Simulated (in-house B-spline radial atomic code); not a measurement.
How G0W0 and RPA depend on the start: Sc3+

Configuration [Ne] 3s2 3p6. Computed with a B-spline radial code for spherical atoms: all electrons, scalar-relativistic (spin-free one-electron X2C), finite nucleus, each spin shell either full or empty, empty states to l = 9 with an (l + 1/2)⁻⁴ tail; G0W0 by contour deformation at full frequency.

| start | mean-field 3p (eV) | G0W0 (eV) | QP weight | RPA correlation (Eh) |
| --- | --- | --- | --- | --- |
| Hartree-Fock | -73.63 | -74.11 | 0.965 | -1.0495 |
| LDA VWN5 | -64.63 | -73.56 | 0.934 | -1.1916 |
| PBE | -64.59 | -73.49 | 0.935 | -1.1894 |
| PBE0 | -67.18 | -73.69 | 0.946 | -1.1482 |
| r2SCAN | -65.40 | ? | ? | ? |
| HSE06 | -66.75 | -73.67 | 0.945 | -1.1529 |
| B3LYP (VWN-RPA) | -66.69 | -73.66 | 0.944 | -1.1569 |
| SCAN | -65.43 | -73.60 | 0.941 | -1.165 |
| TPSS | -64.85 | -73.51 | 0.937 | -1.1804 |
| BHandHLYP | -69.59 | -73.85 | 0.954 | -1.1124 |
| CAM-B3LYP | -68.65 | ? | ? | ? |
| LC-wPBE | -70.04 | -73.83 | 0.955 | -1.129 |
| wB97X | -69.68 | -73.75 | 0.955 | -1.1248 |
| PBEsol | -64.50 | -73.52 | 0.935 | -1.19 |
| BLYP | -64.43 | -73.48 | 0.934 | -1.1903 |
| r2SCAN0 | -67.72 | -73.76 | 0.950 | -1.1335 |
| LDA exchange-only | -62.87 | -73.61 | 0.931 | -1.1909 |

Question: What G0W0 level, weight and RPA correlation energy follow from the CAM-B3LYP start?

Answer: G0W0 level -73.79 eV, weight 0.951, RPA correlation -1.1354 hartree.

Question: What G0W0 level, weight and RPA correlation energy follow from the r2SCAN start?

Answer: G0W0 level -73.63 eV, weight 0.941, RPA correlation -1.166 hartree.

Question: How much of the dependence on the start does G0W0 remove?

Answer: The mean-field levels span 10.8 eV and the G0W0 levels 0.631 eV. Against 73.489 eV (NIST, measured) the G0W0 removal energies are off by -0.01 to +0.62 eV, with spin-orbit coupling, Breit and QED terms left out.
